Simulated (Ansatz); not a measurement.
Problem. Name a neutral molecule of B, F, Ge, O, Si and H with LUMO energy (ωB97M-V/def2-TZVPP) between 1.05 and 1.35 eV and HOMO–LUMO gap (B3LYP/def2-TZVPP) between 6.75 and 7.05 eV (Ansatz, PBE0-D4/def2-TZVP geometry).

Solution. `O[B](F)[GeH2][SiH3]` (1.21 eV, 6.99 eV). Other molecules can fit too; these were computed, each in one conformer that needn't be the lowest.

B3LYP here is the variant with VWN-RPA as its local correlation; programs differ in this.
